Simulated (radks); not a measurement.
The numbers below are computed, except where a source is named.
All-electron atom: Cl12+ in [He] 2s2 2p1 (the NIST ground configuration). Code: a radial shooting solver on a logarithmic mesh with Libxc functionals. Model: non-relativistic Kohn-Sham, LDA (Slater exchange, Perdew-Wang correlation), spin-polarised, spherical densities, point nucleus; open shells are filled with parallel spins first.

Local quantities along the radius. ELF = 1/(1 + alpha^2) is the electron localisation function; alpha = (tau - tau_W)/tau_unif compares the Pauli kinetic energy density with that of the uniform gas (summed over spins); -r V(r) is the screened charge that the Kohn-Sham potential of spin up presents (atomic units); 4 pi r^2 rho is in e/bohr; r v_xc is r times the local exchange-correlation potential of spin up (hartree bohr).

r (bohr)	ELF	alpha	-r V(r)	4 pi r^2 rho	r v_xc
0.006377	1.000	0.002777	16.81	1.345	-0.08768
0.007132	1.000	0.002878	16.78	1.640	-0.09724
0.007978	1.000	0.002996	16.76	1.994	-0.1077
0.008852	1.000	0.003124	16.73	2.383	-0.1184
0.009901	1.000	0.003285	16.70	2.876	-0.1309
0.01107	1.000	0.003476	16.66	3.458	-0.1445
0.01239	1.000	0.003705	16.62	4.137	-0.1592
0.01374	1.000	0.003959	16.58	4.863	-0.1740
0.01537	1.000	0.004289	16.53	5.757	-0.1911
0.0172	1.000	0.004695	16.47	6.769	-0.2094
0.01923	1.000	0.005198	16.41	7.901	-0.2289
0.02134	1.000	0.005780	16.35	9.055	-0.2481
0.02387	1.000	0.006572	16.27	10.39	-0.2697
0.0267	1.000	0.007596	16.19	11.81	-0.2923
0.02986	1.000	0.008945	16.11	13.27	-0.3156
0.03314	1.000	0.01061	16.02	14.61	-0.3376
0.03706	1.000	0.01303	15.91	16.00	-0.3614
0.04146	1.000	0.01644	15.80	17.24	-0.3850
0.04637	1.000	0.02134	15.68	18.25	-0.4077
0.05145	0.999	0.02800	15.57	18.90	-0.4276
0.05755	0.999	0.03881	15.44	19.23	-0.4471
0.06437	0.997	0.05592	15.30	19.09	-0.4640
0.072	0.993	0.08400	15.16	18.46	-0.4775
0.07989	0.984	0.1275	15.02	17.43	-0.4867
0.08936	0.958	0.2084	14.87	15.91	-0.4925
0.09995	0.888	0.3545	14.72	14.07	-0.4942
0.1118	0.722	0.6204	14.56	12.08	-0.4925
0.124	0.478	1.046	14.41	10.29	-0.4893
0.1387	0.245	1.755	14.25	8.599	-0.4870
0.1552	0.128	2.608	14.09	7.348	-0.4897
0.1736	0.093	3.130	13.94	6.646	-0.5013
0.1926	0.106	2.905	13.80	6.500	-0.5219
0.2154	0.185	2.102	13.66	6.799	-0.5534
0.241	0.371	1.303	13.52	7.381	-0.5903
0.2695	0.620	0.7827	13.39	7.989	-0.6271
0.2991	0.790	0.5157	13.27	8.347	-0.6564
0.3345	0.882	0.3666	13.14	8.318	-0.6785
0.3741	0.920	0.2952	13.02	7.765	-0.6873
0.4185	0.934	0.2665	12.91	6.728	-0.6803
0.4643	0.934	0.2650	12.81	5.472	-0.6587
0.5194	0.924	0.2869	12.71	4.015	-0.6194
0.5809	0.897	0.3381	12.61	2.670	-0.5651
0.6498	0.842	0.4339	12.52	1.593	-0.4989
0.721	0.740	0.5926	12.44	0.8861	-0.4305
0.8064	0.547	0.9095	12.36	0.4151	-0.3539
0.902	0.294	1.550	12.28	0.1682	-0.2790
1.009	0.102	2.963	12.21	0.05802	-0.2101
1.119	0.027	6.053	12.15	0.01841	-0.1543
1.252	0.004	14.94	12.11	0.004418	-0.1047
1.401	0.001	42.97	12.07	0.0008514	-0.06643
1.567	0.000	146.5	12.04	0.0001285	-0.03895

On this mesh the ELF has minima near r = 0.17 bohr, which separate the shells, and maxima near 0.46 (0.93).
